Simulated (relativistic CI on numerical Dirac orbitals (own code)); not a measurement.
What each ingredient does to the levels of Ir³⁶⁺

Base calculation: Dirac-Coulomb-Breit CI, separate exchange-only KLI orbitals for each configuration, a model potential for QED, unscaled Slater integrals.

Configurations in the expansion (outside the closed core [Ar] 3d10): 4s2 4p6 4d5, 4s2 4p6 4d4 4f, 4s2 4p5 4d6, 4s 4p6 4d6, 4s2 4p5 4d5 4f, 4s 4p6 4d5 4f, 4s2 4p6 4d4 5s, 4s2 4p6 4d3 4f 5s, 4s2 4p6 4d4 5p, 4s2 4p6 4d4 5d, 4s2 4p5 4d5 5s, 4p6 4d6 4f, 4s2 4p6 4d4 5f, 4s2 4p6 4d3 5s 5p, 4s 4p6 4d4 4f 5s, 4s2 4p6 4d4 5g, 4s2 4p6 4d4 6s, 4p6 4d7, 4p5 4d8, 4p5 4d7 4f, 4s2 4p6 4d3 5s2, 4s2 4p6 4d2 4f 5s2, 4s2 4p5 4d3 4f 5s2, 4s 4p6 4d3 4f 5s2. Double excitations out of closed p, d and f shells are left out; levels of such configurations are missing from the list, as are those of other unlisted configurations, and high levels can miss mixing partners. These lack a partner that the ground configuration has and come out too high: 4s2 4p5 4d5 5s.

Variants: (1) only the first 3 configurations; (2) one mean potential for all configurations. Shifts of the energy above 4s2 4p6 4d5 4P_5/2, in cm⁻¹, for the lowest level and the first level of each name with at least 55 % of one term (blank where a level changes its place among those of its configuration and J or its character, or is not in the variant):

```tsv
Level	Base	Δ(1)	Δ(2)
4s2 4p6 4d5 4P_5/2	0	0	0
4s2 4p6 4d5 2D_3/2	280439	-3059	+5
4s2 4p6 4d5 2I_13/2	350277	+7281	+17
4s2 4p6 4d5 4D_1/2	351668	+3010	+13
4s2 4p6 4d5 2G_7/2	390508	+5319	+10
4s2 4p6 4d5 4F_5/2	399706	-294	+13
4s2 4p6 4d5 2G_9/2	451117	+2549	+11
4s2 4p6 4d5 2P_3/2	504844	+1844	+3
4s2 4p6 4d5 2P_1/2	625898	+2502	+12
4s2 4p5 4d6 4H°_13/2	1722293	-31060	-317
4s2 4p5 4d6 4I°_15/2	1762296	-30297	-311
```

At this charge energies of transitions that change n are usually good to better than 1 %, and those within a shell (Δn = 0) to a few per cent. Terms inside the open d or f shell come out 10 to 20 % too wide with unscaled integrals.

Ionisation energy from the two ground configurations alone: base 1602.87 eV. The NIST ASD value (theoretical) is 1603 eV.

LS names give the leading component of a level, which can be under half, so a name can repeat, a term be missing and a line seem to break the LS rules.
